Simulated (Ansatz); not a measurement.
## Ansatz (development build ahead of 0.2.0) run

```yaml
crystal:
  periodic: [false, false, false]
  atoms:
    - { symbol: Zn, position_ang: [0.0, 0.0, 0.0] }
basis:
  gaussian: { orbitals: def2-SVP }
magnetization:
  spin_polarized: true
  initial_magnetization: 2
hamiltonian:
  xc: pbe0
scf:
  omitted_lower_state_checks: [starts, atomic_configurations, cluster_reference, orbital_swaps, given_window_search, neighbouring_geometries, increment]
output:
  forces: true
```

The input is written out in the form of the current development build from the run's settings.

Results

```yaml
Converged: yes
Total_energy: -1778.69733 hartree
Spin_squared_of_the_determinant: 2.001
Stability_test: minimum
```

Forces (eV/Å):
```
atom     Fx     Fy     Fz
 Zn1  0.000  0.000  0.000
```

Caution: another spin multiplicity may lie lower.
